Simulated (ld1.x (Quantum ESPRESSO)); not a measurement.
## Before and after: TM potential for Ba

barium, norm-conserving Troullier–Martins (Kleinman–Bylander form), made with ld1.x (Quantum ESPRESSO) 7.5 (PBEsol, scalar-relativistic). Core [Kr] 4d10 5s2, reference 5p6 5d0.5 6s1.5 6p0. Waves: 6s (bound): rc 4.20 bohr; 5p (bound): rc 2.90 bohr; 5d (bound): rc 4.20 bohr. Local part: all-electron potential smoothed inside 2.35 bohr (lloc = -2). Core correction: none.

All-electron outer shells of the reference configuration (PBEsol, scalar-relativistic, ld1.x):

```csv
shell,level (eV),outermost node (bohr),outermost maximum (bohr)
4d,-88.90,0.32,0.70
5s,-33.02,0.80,1.47
5p,-18.12,0.86,1.67
6s,-3.01,1.97,4.21
5d,-1.66,1.00,2.52
6p,-1.10,2.38,5.54
```

Change: local potential all-electron potential smoothed inside 4.62 bohr (lloc = -2).

Cutoffs: the cutoffs (Ry, on a coarse ladder) from which the occupation-weighted sum of valence levels, in a spherical-Bessel basis at the reference potential, stays within 10 and 1 mRy of its value at 400 Ry; they do not see the model core or the augmentation charge, which bear on the density cutoff. Errors are all-electron minus pseudo energies relative to the spin-unpolarised reference configuration.

Question: How do hardness, ghosts and transferability respond?

Answer: The potential gets neither clearly harder nor softer (10 Ry and 18 Ry → 10 Ry and 18 Ry); the bound ghost in s disappears; of the 7 tests that both files solve, the error grows in 6 and shrinks in 1 by more than 15 % and 0.3 meV (median size 10.7 → 13.3 meV). In the separable form a ghost depends on how the local part lies against the semilocal potential of the channel, so the choice of the local part can create or remove one.

| quantity | base | changed |
| --- | --- | --- |
| cutoff, loose | 10 Ry | 10 Ry |
| cutoff, tight | 18 Ry | 18 Ry |
| bound ghosts | s | none |
| error for 5p6 5d0 6s2 6p0, meV [ΔE -0.64 eV] | -1.3 | -2.0 |
| error for 5p6 5d0 6s1 6p0, meV [ΔE 4.74 eV] | +5.6 | +7.8 |
| error for 5p6 5d0 6s0 6p0, meV [ΔE 14.63 eV] | +37 | +27 |
| error for 5p6 5d0 6s0 6p1, meV [ΔE 7.34 eV] | +186 | -394 |
| error for 5p6 5d1 6s1 6p0, meV [ΔE 0.70 eV] | -2.7 | -3.8 |
| error for 5p6 5d0 6s1 6p1, meV [ΔE 1.41 eV] | +101 | -240 |
| error for 5p6 5d1 6s0 6p0, meV [ΔE 5.39 eV] | -11 | -13 |

 A true bound ghost makes a file unfit for plane-wave use even where its test errors are small: the radial tests pick states by their node count and pass the ghost by.
